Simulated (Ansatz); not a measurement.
Geometry optimisation, RKS revPBE/def2-SVP (Ansatz).

Input file:

```yaml
crystal:
  periodic: [false, false, false]
  atoms:
    - { symbol: "N", position_ang: [-0.1377, 2.3966, -0.9637] }
    - { symbol: Si, position_ang: [-0.3787, 0.7392, -0.4517] }
    - { symbol: Se, position_ang: [1.5848, -0.0313, 0.3291] }
    - { symbol: Si, position_ang: [0.7546, -2.0534, 0.7835] }
    - { symbol: H, position_ang: [0.0622, 2.9862, -0.1414] }
    - { symbol: H, position_ang: [-1.1296, 2.7832, -1.2844] }
    - { symbol: H, position_ang: [-1.3628, 0.6688, 0.615] }
    - { symbol: H, position_ang: [-0.7619, -0.0616, -1.6011] }
    - { symbol: H, position_ang: [1.7017, -2.9399, 1.4039] }
    - { symbol: H, position_ang: [0.1653, -2.648, -0.4354] }
    - { symbol: H, position_ang: [-0.4323, -1.8969, 1.7667] }
basis:
  gaussian: { orbitals: def2-SVP }
hamiltonian:
  xc: revpbe
relax:
  f_tol: 0.02
  max_steps: 50
```

Command:

```bash
$ ansatz run input.yaml --threads 2 --pin off --max-ram 3072MiB --backend cpu --events-out ev --progress --plain --runs-dir out
```

Q: Where does it end, and by what steps?

A: The forces met the threshold. The force dipped under the threshold on the way, but the program's further checks kept it going. After 18 steps the energy has fallen by 0.546 eV; H6 moved furthest, 1.02 Å.

```json
{"step": "0", "energy less start (eV)": "0.0000", "largest force component (eV/Å)": "2.269", "accepted": "yes"}
{"step": "1", "energy less start (eV)": "-0.3611", "largest force component (eV/Å)": "1.310", "accepted": "yes"}
{"step": "2", "energy less start (eV)": "-0.4088", "largest force component (eV/Å)": "0.428", "accepted": "yes"}
{"step": "3", "energy less start (eV)": "-0.4538", "largest force component (eV/Å)": "0.580", "accepted": "yes"}
{"step": "4", "energy less start (eV)": "-0.4850", "largest force component (eV/Å)": "0.221", "accepted": "yes"}
{"step": "5", "energy less start (eV)": "-0.4894", "largest force component (eV/Å)": "0.499", "accepted": "yes"}
{"step": "6", "energy less start (eV)": "-0.4957", "largest force component (eV/Å)": "0.146", "accepted": "yes"}
{"step": "7", "energy less start (eV)": "-0.5067", "largest force component (eV/Å)": "0.459", "accepted": "yes"}
{"step": "8", "energy less start (eV)": "-0.5306", "largest force component (eV/Å)": "0.114", "accepted": "yes"}
{"step": "9", "energy less start (eV)": "-0.4517", "largest force component (eV/Å)": "1.817", "accepted": "no"}
{"step": "10", "energy less start (eV)": "-0.5405", "largest force component (eV/Å)": "0.090", "accepted": "yes"}
{"step": "11", "energy less start (eV)": "-0.5386", "largest force component (eV/Å)": "0.351", "accepted": "no"}
{"step": "12", "energy less start (eV)": "-0.5439", "largest force component (eV/Å)": "0.031", "accepted": "yes"}
{"step": "13", "energy less start (eV)": "-0.5451", "largest force component (eV/Å)": "0.012", "accepted": "yes"}
{"step": "14", "energy less start (eV)": "-0.5453", "largest force component (eV/Å)": "0.034", "accepted": "yes"}
{"step": "15", "energy less start (eV)": "-0.5453", "largest force component (eV/Å)": "0.020", "accepted": "yes"}
{"step": "16", "energy less start (eV)": "-0.5455", "largest force component (eV/Å)": "0.004", "accepted": "yes"}
{"step": "17", "energy less start (eV)": "-0.5456", "largest force component (eV/Å)": "0.012", "accepted": "yes"}
{"step": "18", "energy less start (eV)": "-0.5457", "largest force component (eV/Å)": "0.015", "accepted": "yes"}
```

```xyz
11
Properties=species:S:1:pos:R:3
N -0.570 2.477 -0.604
Si -0.537 0.736 -0.717
Se 1.542 -0.241 -0.235
Si 0.747 -2.066 0.932
H -0.329 2.913 0.292
H -0.143 3.011 -1.368
H -1.521 0.158 0.264
H -0.920 0.401 -2.130
H 1.962 -2.851 1.344
H -0.141 -2.941 0.085
H -0.025 -1.654 2.158
```

Whether the end is a true minimum wasn't checked by a vibrational analysis.

Time of the run: 30 s on 2 threads of Intel(R) Xeon(R) Platinum 8559C (Emerald Rapids), with other jobs on the host, peak memory 0.18 GiB.
